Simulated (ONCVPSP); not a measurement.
## Varying the ONCV potential for P

Base potential:

ONCVPSP 4.0.1 input, shortened (lines: element, Z, core and valence counts, functional; n l f; lmax; l rc ep ncon nbas qcut; lloc lpopt rc5 dvloc0; l nproj debl; icmod fcfact rcfact), PW91, scalar-relativistic:

```
  P 15.00    1    4  -109134      upf
    1    0    2.00
    2    0    2.00
    2    1    6.00
    3    0    2.00
    3    1    3.00
    2
    0    0.85    0.00    4    7   18.20
    1    0.80    0.00    4    9   17.20
    2    0.95    0.16    5    9   10.40
    4    5    0.80    1.00
    0    3    1.20
    1    2    1.00
    2    2    0.60
    1    0.60    0.00
```

All-electron outer shells of the reference configuration (PW91, scalar-relativistic, ld1.x):

| shell | level (eV) | outermost node (bohr) | outermost maximum (bohr) |
| --- | --- | --- | --- |
| 1s | -2085.05 | – | 0.07 |
| 2s | -174.06 | 0.14 | 0.42 |
| 2p | -124.67 | – | 0.36 |
| 3s | -14.02 | 0.65 | 1.58 |
| 3p | -5.55 | 0.64 | 1.83 |

Cutoffs, loose and tight: the cutoffs (Ha) at which the residual kinetic energy of the hardest occupied pseudo-wave falls to 1 and 0.1 mHa per electron. They do not see the model core or the augmentation charge, which bear on the density cutoff. Test errors are all-electron minus pseudo excitation energies from the reference, over the configurations 2s2 2p6 3s2 3p2; 2s2 2p6 3s2 3p1; 2s2 2p6 3s2 3p0; 2s2 2p6 3s1 3p3. A dash means not determined; rows that change the core or the reference have their own tests.

A true bound ghost makes a file unfit for plane-wave use even where its test errors are small: the radial tests pick states by their node count and pass the ghost by.

```csv
change,outcome,"cutoff, loose","cutoff, tight",bound ghosts,GHOST(+) flags above zero,largest test error (meV)
base,generated,120 Ha,134 Ha,none,d,+9.0
"all radii but the core radius scaled by about 1.08 (s 0.92, p 0.86, d 1.02 bohr); local potential polynomial inside 0.86 bohr (lpopt 5, dvloc0 1 Ha)",generated,113 Ha,127 Ha,none,d,+9.3
s: nbas 8,generated,120 Ha,134 Ha,none,d,+9.1
"core correction Teter function, fcfact 3.5, rcfact 1.65",generated,120 Ha,134 Ha,none,d,+9.0
p: qcut 21.2,generated,150 Ha,172 Ha,none,d,+7.4
"s: ncon 3, nbas 6",generated,120 Ha,134 Ha,none,d,+9.2
d: debl 3.1,generated,120 Ha,134 Ha,none,none,+9.0
reference 2s2 2p6 3s1.5 3p3.5,generated,120 Ha,134 Ha,none,d,+13
s: qcut 27.4,generated,120 Ha,146 Ha,s,d,+9.2
```
